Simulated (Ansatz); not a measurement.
Geometry optimisation, Ansatz 0.2.0, RKS PBE0/def2-SVP.

Input file:

```yaml
crystal:
  periodic: [false, false, false]
  atoms:
    - { symbol: Al, position_ang: [0.4523, -0.4987, -0.0471] }
    - { symbol: F, position_ang: [-0.9834, -1.9828, -0.4909] }
    - { symbol: O, position_ang: [1.3964, -1.8045, -0.2109] }
    - { symbol: H, position_ang: [0.2024, -2.2062, -0.4119] }
    - { symbol: C, position_ang: [-0.1745, 1.3501, 0.2476] }
    - { symbol: H, position_ang: [0.4568, 1.8575, 0.9825] }
    - { symbol: H, position_ang: [-1.2053, 1.3563, 0.6101] }
    - { symbol: H, position_ang: [-0.1446, 1.9283, -0.6793] }
basis:
  gaussian: { orbitals: def2-SVP }
hamiltonian:
  xc: pbe0
relax:
  f_tol: 0.15
  max_steps: 25
  restrain:
    - { distance: [3, 1], at: 0.88, k: 30.0 }
    - { distance: [0, 1], at: 3.08, k: 30.0 }
    - { distance: [3, 2], at: 2.27, k: 30.0 }
output:
  orbitals: {}
```

Launched with:

```bash
$ ansatz run input.yaml --threads 2 --pin off --max-ram 3072MiB --backend cpu --events-out ev --progress --plain --runs-dir out
```

Where does it end, and by what steps?

It converged. The restraints hold the end off the free minimum. After 6 steps the energy has risen by 0.971 eV (the restraints' own energy left out); H4 moved furthest, 0.73 Å. Joined: F2–H4 (1.21 → 0.91 Å).

| step | energy less start (eV) | largest force component (eV/Å) | accepted |
| --- | --- | --- | --- |
| 0 | 0.0000 | 2.303 | yes |
| 1 | 0.7199 | 3.029 | yes |
| 2 | 0.9027 | 2.170 | yes |
| 3 | 1.1312 | 2.891 | yes |
| 4 | 1.0014 | 1.159 | yes |
| 5 | 0.9919 | 1.392 | yes |
| 6 | 0.9705 | 1.333 | yes |

```xyz
8
Properties=species:S:1:pos:R:3
Al 0.793 -0.210 0.038
F -1.188 -2.469 -0.600
O 1.613 -1.582 -0.150
H -0.304 -2.704 -0.560
C -0.097 1.488 0.282
H 0.429 2.089 1.040
H -1.135 1.335 0.613
H -0.111 2.053 -0.662
```

The run took 21 s on 2 threads of Arm Neoverse N1, with other jobs on the host, peak memory 0.15 GiB.
